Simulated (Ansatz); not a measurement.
GeH6O2Si (`[OH][GeH2][O][SiH3]`) at its PBE0-D4/def2-TZVP geometry, where that method's forces vanish. The species carries charge 0 and has multiplicity 1.

```xyz
10

O     1.4860   -0.3427   -1.5486
Ge    0.4157   -1.2871   -0.5005
O    -0.1600   -0.2518    0.8137
Si   -0.9331    1.1911    0.8700
H     2.3106   -0.0958   -1.1236
H     1.1663   -2.4300    0.1941
H    -0.7555   -1.6916   -1.3983
H     0.0357    2.3160    0.7796
H    -1.6574    1.2771    2.1631
H    -1.9082    1.3148   -0.2496
```

(1) What forces (eV/Å) does PBE-D4/def2-TZVPP give on these atoms in the Gaussian-basis code of Ansatz? (Estimate.)

Results:

(1) The calculation gave: 
```
O1  -0.060  0.201 -0.606
Ge2 -0.083 -0.448 -0.048
O3   0.052 -0.154  0.462
Si4 -0.160  0.300 -0.024
H5   0.398  0.108  0.216
H6   0.079 -0.143  0.105
H7  -0.134 -0.038 -0.123
H8   0.095  0.133 -0.006
H9  -0.074  0.009  0.139
H10 -0.113  0.031 -0.116
```
